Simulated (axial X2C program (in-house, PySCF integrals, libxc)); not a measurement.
**Worked dissociation energy of NaBe⁺: HF, with spin–orbit coupling**

All values were computed with an in-house relativistic program for diatomic molecules. Two-component (2c) means X2C with spin–orbit coupling and atomic mean-field two-electron Coulomb and Gaunt terms. Basis: Na dyall-cv3z [9s8p5d2f], Be dyall-cv3z [8s8p3d1f] (cores contracted in-house); Gaussian nuclei, density fitting, unrestricted open shells. Masses: Na 22.990 u, Be 9.012 u.

Molecular state: Ω = 0 (closed shell).

```
E(Na+) (2M_J = 0) : -161.870902 hartree
E(Be) (2M_J = 0)  : -14.575174 hartree
E(NaBe⁺) at Re    : -176.460160 hartree
ωe                : 190.5 cm⁻¹
ωexe              : 2.95 cm⁻¹
```

Question: Work out De and D0.

Answer: De = -161.870902 + (-14.575174) − (-176.460160) = 0.01408 hartree = 0.383 eV. The zero-point energy is ωe/2 − ωexe/4 = 95 cm⁻¹ = 0.012 eV, so D0 = 0.372 eV.

One determinant describes the state; a PBE0 search over occupations chose it and may have missed a lower one. Dissociation energies refer to the lowest single-determinant-based atoms at the same level and basis.

Hartree–Fock lacks correlation and underbinds, often by eV.

Each atomic determinant is the lowest at this level and need not be a pure J level. Totals compare only within one Hamiltonian and basis.
